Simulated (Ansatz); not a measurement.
Consider the formal hydrolysis of the Al–C bond: `N=[CH][Al]([SH])[Cl]` + H₂O → `[OH][Al]([SH])[Cl]` + `C=N`.

Computed with Ansatz on PBE0-D4/def2-TZVP structures; ΔE is electronic, products minus reactants. CCSD(T)/CBS adds triple-zeta CCSD(T) − MP2 to the extrapolated MP2 energy (def2 sets, frozen cores). This one scheme is used for every species. DFT in def2-TZVPP. B3LYP here is the variant with VWN-RPA as its local correlation; programs differ in this. Each species was taken in one conformer, which may not be the lowest.

```
        level  ΔE (kcal/mol)
      PBE0-D4          -32.5
     B3LYP-D4          -34.2
   r2SCAN0-D4          -35.0
      ωB97X-V          -34.7
          PBE          -31.7
        BHLYP          -37.1
  HF/def2-SVP          -38.3
HF/def2-TZVPP          -39.0
```

Task: What does CCSD(T)/CBS give? (An estimate is asked.)

Result: The calculation gave: -33.9 kcal/mol. The listed levels differ from it by 1.4, -0.3, -1.1, -0.8, 2.2, -3.2, -4.4, -5.1 kcal/mol.

Largest T1 diagnostic among the species: 0.012.

In def2-TZVPP, CCSD(T) changes the Hartree–Fock value by +4.7 kcal/mol (the triples alone add +1.0 kcal/mol) and MP2 by +4.0 kcal/mol. Leaving LDA and LC-ωPBE aside and taking each functional with its dispersion term where it has one, the values, not all of them listed here, spread over 5.4 kcal/mol, from BHLYP-D4 to revPBE-D4.
